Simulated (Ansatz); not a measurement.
`CB[SiH](C)S` and `C[SiH](N)S` differ in one atom or group.

Ansatz, PBE0-D4/def2-TZVP geometries, multiplicity 1. Each molecule was computed in one conformer, which needn't be the lowest. `CB[SiH](C)S` holds a close contact that its SMILES doesn't draw: S···B 2.12 Å.

```
                                      property  `CB[SiH](C)S`
size of the dipole moment (PBE/def2-TZVPP) / D           2.33
       HOMO–LUMO gap (ωB97M-V/def2-TZVPP) / eV          10.22
         LUMO energy (ωB97M-V/def2-TZVPP) / eV           1.38
          HOMO–LUMO gap (PBE0/def2-TZVPP) / eV           6.44
           LUMO energy (B3LYP/def2-TZVPP) / eV          -0.55
             LUMO energy (PBE/def2-TZVPP) / eV          -1.18
```

(1) Give the same properties after the change, and the shifts. (An estimate is asked.)

## Answers

(1) Computed: 
| property | `C[SiH](N)S` | shift |
| --- | --- | --- |
| size of the dipole moment (PBE/def2-TZVPP) / D | 1.81 | -0.52 |
| HOMO–LUMO gap (ωB97M-V/def2-TZVPP) / eV | 11.50 | 1.28 |
| LUMO energy (ωB97M-V/def2-TZVPP) / eV | 2.18 | 0.80 |
| HOMO–LUMO gap (PBE0/def2-TZVPP) / eV | 7.69 | 1.25 |
| LUMO energy (B3LYP/def2-TZVPP) / eV | 0.28 | 0.83 |
| LUMO energy (PBE/def2-TZVPP) / eV | -0.33 | 0.85 |

With PBE0 the HOMO falls by 0.33 eV and the LUMO rises by 0.91 eV, so the gap widens by about 1.24 eV. PBE moves the HOMO by -0.14 eV and ωB97M-V by -0.50 eV. Dipoles are sizes alone; their direction can turn.

Positive LUMOs are unbound, so they and the gaps depend on the basis.

B3LYP here is the variant with VWN-RPA as its local correlation; programs differ in this.
